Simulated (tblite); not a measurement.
Compound: C₈H₇O (doublet state).
Numbering: `[CH:1]#[C:2][C:3]#[C:4][CH2:5][C@@H:6]([OH:7])[C:8]=[CH2:9]` (hydrogens: H10 on C1; H11, H12 on C5; H13 on C6; H14 on O7; H15, H16 on C9)

Computed geometry: GFN2-xTB, gas phase. This method treats the open shell by occupation alone, without spin polarisation.

**Question.** What internal coordinates does the optimisation give?

**Answer.** 
```csv
bond,length (Å),order
C1≡C2,1.205,triple
C2–C3,1.358,single
C3≡C4,1.209,triple
C4–C5,1.437,single
C5–C6,1.574,single
C6–O7,1.407,single
C6–C8,1.464,single
C8=C9,1.294,double
C1–H10,1.048,single
C5–H11,1.093,single
C5–H12,1.094,single
C6–H13,1.099,single
O7–H14,0.965,single
C9–H15,1.080,single
C9–H16,1.094,single
```

Orders are formal, as drawn. A selection of angles:
```csv
angle,degrees
C1–C2–C3,179.3
C2–C3–C4,178.2
C3–C4–C5,176.2
C4–C5–C6,111.9
C5–C6–O7,111.1
C5–C6–C8,111.4
O7–C6–C8,112.4
C6–C8–C9,140.0
H14–O7–C6,108.6
```

Torsions: C4–C5–C6–O7 -60° (synclinal); C5–C6–C8–C9 -33° (synclinal); H14–O7–C6–C5 70° (synclinal).

C9 (carbon bonded to C and 2 H) is planar (angles 123.8°, 121.8° and 114.4°, sum 360.0°, 0.00 Å off the plane of its three neighbours). The C–C distances run from 1.205 Å (C1≡C2, drawn triple) to 1.574 Å (C5–C6, drawn single), a spread of 0.369 Å. Of the pairs four or more bonds apart, C4···H14 is among the closest relative to their van der Waals radii: 2.66 Å, 92 % of the sum of Bondi's values.

Point group: C1 (no symmetry element, even within 0.4 Å). Its GFN2-xTB frequencies are all real (lowest 48 cm⁻¹). Torsions: C4–C5–C6–O7 -60°, C5–C6–O7–H 70°, C5–C6–C8–C9 -33°. 3 starts were optimised and ended at 0.00, 0.85 and 1.28 kcal/mol (GFN2-xTB); the lowest of these is shown.

One conformer stands for the species.
